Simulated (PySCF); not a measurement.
Computed structure and properties of [CeF3(H2O)]+

System: [CeF3(H2O)]+ (singlet); start: template (Cs). Method: PySCF 2.14.0, RKS PBE0, Ce lcecp-2-SVP with ECP46, F def2-SVP, O def2-SVP, H def2-SVP; non-relativistic Hamiltonian with scalar-relativistic core potentials where named; density fitting; no spin-orbit coupling.

Input of the relaxation:

```python
mol = gto.M(atom='''
Ce     0.01489    -0.01489     0.01489
F      1.20029     1.17051     1.20029
F     -1.17051    -1.20029     1.20029
F      1.20029    -1.20029    -1.17051
O     -1.37511     1.37511    -1.37511
H     -1.71571     2.26021    -1.17121
H     -1.71571     1.17121    -2.26021''',
    basis={'Ce': 'lcecp-2-SVP', 'F': 'def2-SVP', 'O': 'def2-SVP', 'H': 'def2-SVP'},
    ecp={'Ce': 'lcecp-2-SVP'},
    charge=1, spin=0)
mf = dft.RKS(mol, xc='PBE0')
mf.grids.atom_grid = (50, 194)  # f atoms: unpruned, at least (60, 302)
mf = mf.density_fit()  # fitting sets: Ce AutoAux, F def2-universal-JKFIT, O def2-universal-JKFIT, H def2-universal-JKFIT
mf.conv_tol = 1e-08; mf.max_cycle = 55
mf.kernel(dm0)  # dm0: converged density of the start geometry
# quasi-Newton relaxation in Cartesian coordinates to a largest gradient under 0.00045 Eh/bohr, steps kept in the point group
```

Run from Python with OMP_NUM_THREADS=2; the lines above give its settings. Where DIIS fails, smearing, a level shift and second-order steps follow.
It took 33 s on 2 threads of Arm Neoverse V1, with other jobs on the host, from the converged density of the start.

Course of the relaxation:

| step | energy above end (eV) | largest force component within the symmetry (eV/Å) |
| --- | --- | --- |
| 0 | 0.2011 | 1.194 |
| 1 | 0.0123 | 0.270 |
| 2 | 0.0066 | 0.073 |
| 3 | 0.0046 | 0.067 |
| 4 | 0.0005 | 0.044 |
| 5 | 0.0004 | 0.025 |
| 6 | 0.0002 | 0.024 |
| 7 | 0.0000 | 0.009 |
| 8 | 0.0000 | 0.005 |

Relaxed geometry (Cs):

```xyz
7

Ce    0.0509   -0.0418    0.0418
F     1.1287    1.2003    1.1627
F    -1.1677   -1.1523    1.1523
F     1.1287   -1.1627   -1.2003
O    -1.3398    1.3468   -1.3468
H    -1.6812    2.2342   -1.1371
H    -1.6812    1.1371   -2.2342
```

```tsv
contact	Å
Ce1–F2 (F)	1.990
Ce1–F3 (F)	1.988
Ce1–F4 (F)	1.990
Ce1–O5 (H2O)	2.406
```

On the finer grid (75, 302):

```json
{
 "HOMO": "not given (4f levels lie in the core)",
 "LUMO": "not given (4f levels lie in the core)",
 "Dipole about the centre of mass": "7.79 D",
 "Set of Mulliken populations of Ce1 outside the core potential": "s 2.09, p 6.16, d 1.69, f 0.20",
 "D3(BJ) dispersion energy (not in the energies)": "-0.089 eV"
}
```

```csv
atom,Mulliken (e),Löwdin (e),spin (e)
Ce1,1.86,1.54,0.00
F2,-0.36,-0.28,0.00
F3,-0.36,-0.27,0.00
F4,-0.36,-0.28,0.00
O5,-0.35,-0.04,0.00
H6,0.28,0.17,0.00
H7,0.28,0.17,0.00
```

The large-core potential holds the 4f shell empty.

On the grid (50, 194), as all that follows. Harmonic modes: a minimum within the noise of the softest modes; lowest 49 cm⁻¹ (negative: unstable), highest 3823 cm⁻¹, zero-point energy 0.821 eV.

Taking off one F (charge -1, singlet; the rest: singlet) in vacuum, both parts rigid, costs 17.45 eV; the small basis without counterpoise inflates it. Most of it is the attraction of opposite charges; other ways to part are cheaper, and one spin state was tried for the rest.

Rigid scan of F along the line from its metal:

distance to F2 (Å), energy (eV) and a bar:
```
     1.69      2.005 ##########
     1.79      0.760 ####
     1.89      0.163 #
     1.99      0.000 
     2.09      0.122 #
     2.19      0.426 ##
     2.39      1.311 ######
     2.69      2.803 ##############
     3.09      4.526 ######################
     3.59      6.054 ##############################
```

Taking off one H2O (charge 0, singlet; the rest: singlet) in vacuum, both parts rigid, costs 2.28 eV; the small basis without counterpoise inflates it.

Rigid scan of H2O along the line from its metal:

```csv
distance to O5 (Å),energy (eV)
2.11,0.546
2.21,0.207
2.31,0.044
2.41,0.000
2.51,0.032
2.61,0.112
2.81,0.339
3.11,0.708
3.51,1.117
4.01,1.475
```

One start shape was tried, so this needn't be the lowest isomer.
